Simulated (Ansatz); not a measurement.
Relaxation of AlClH5NOSi (10 atoms, charge 0, multiplicity 1), to a largest force component of 0.02 eV/Å in at most 40 steps.

Theory: RKS PBE0-D4/STO-3G in Ansatz.

```xyz
10
Properties=species:S:1:pos:R:3:forces:R:3
Al 0.000 0.000 0.000 -0.98 -0.43 1.91
N 0.000 0.000 1.920 0.23 0.10 -4.47
H -0.877 -0.271 2.450 1.52 0.57 -0.12
H 0.877 0.271 2.450 -1.56 -0.59 -0.06
Cl 1.931 0.000 -1.115 -2.18 0.13 1.30
O -1.542 0.000 -0.890 2.81 0.57 1.12
Si -2.691 -1.224 -0.827 0.25 -0.27 0.31
H -2.288 -2.220 0.162 -0.33 -0.03 -0.19
H -3.983 -0.659 -0.450 0.26 -0.14 -0.10
H -2.801 -1.857 -2.138 -0.04 0.08 0.29
```

**Question.** Where does it end, and by what steps?

**Answer.** It converged. The force dipped under the threshold on the way, but the program's further checks kept it going. Limits of this set-up: minimal basis. After 21 steps the energy has fallen by 1.260 eV; O6 moved furthest, 0.89 Å.

```json
{"step": "0", "energy less start (eV)": "0.0000", "largest force component (eV/Å)": "4.469", "accepted": "yes"}
{"step": "1", "energy less start (eV)": "-1.0475", "largest force component (eV/Å)": "1.720", "accepted": "yes"}
{"step": "2", "energy less start (eV)": "-1.1603", "largest force component (eV/Å)": "0.649", "accepted": "yes"}
{"step": "3", "energy less start (eV)": "-1.1720", "largest force component (eV/Å)": "0.106", "accepted": "yes"}
{"step": "4", "energy less start (eV)": "-1.1762", "largest force component (eV/Å)": "0.100", "accepted": "yes"}
{"step": "5", "energy less start (eV)": "-1.1868", "largest force component (eV/Å)": "0.275", "accepted": "yes"}
{"step": "6", "energy less start (eV)": "-1.1942", "largest force component (eV/Å)": "0.350", "accepted": "yes"}
{"step": "7", "energy less start (eV)": "-1.2065", "largest force component (eV/Å)": "0.262", "accepted": "yes"}
{"step": "8", "energy less start (eV)": "-1.2150", "largest force component (eV/Å)": "0.618", "accepted": "yes"}
{"step": "9", "energy less start (eV)": "-1.2446", "largest force component (eV/Å)": "0.181", "accepted": "yes"}
{"step": "10", "energy less start (eV)": "-1.2492", "largest force component (eV/Å)": "0.123", "accepted": "yes"}
{"step": "11", "energy less start (eV)": "-1.2459", "largest force component (eV/Å)": "0.273", "accepted": "no"}
{"step": "12", "energy less start (eV)": "-1.2536", "largest force component (eV/Å)": "0.142", "accepted": "yes"}
{"step": "13", "energy less start (eV)": "-1.2564", "largest force component (eV/Å)": "0.018", "accepted": "yes"}
{"step": "14", "energy less start (eV)": "-1.2572", "largest force component (eV/Å)": "0.052", "accepted": "yes"}
{"step": "15", "energy less start (eV)": "-1.2577", "largest force component (eV/Å)": "0.044", "accepted": "yes"}
{"step": "16", "energy less start (eV)": "-1.2586", "largest force component (eV/Å)": "0.083", "accepted": "yes"}
{"step": "17", "energy less start (eV)": "-1.2592", "largest force component (eV/Å)": "0.048", "accepted": "yes"}
{"step": "18", "energy less start (eV)": "-1.2597", "largest force component (eV/Å)": "0.018", "accepted": "yes"}
{"step": "19", "energy less start (eV)": "-1.2600", "largest force component (eV/Å)": "0.020", "accepted": "yes"}
{"step": "20", "energy less start (eV)": "-1.2600", "largest force component (eV/Å)": "0.067", "accepted": "no"}
{"step": "21", "energy less start (eV)": "-1.2603", "largest force component (eV/Å)": "0.013", "accepted": "yes"}
```

```xyz
10
Properties=species:S:1:pos:R:3
Al 0.048 -0.086 -0.086
N -0.173 -0.090 1.616
H -0.992 -0.462 2.120
H 0.516 0.265 2.294
Cl 1.824 0.700 -0.817
O -1.051 -0.668 -1.203
Si -2.546 -1.268 -0.694
H -2.406 -2.328 0.286
H -3.366 -0.230 -0.098
H -3.228 -1.794 -1.854
```

Whether the end is a true minimum wasn't checked by a vibrational analysis.

Run time: 34 s on 1 thread of Intel(R) Xeon(R) 6975P-C (Granite Rapids), on a shared host, peak memory 0.19 GiB.
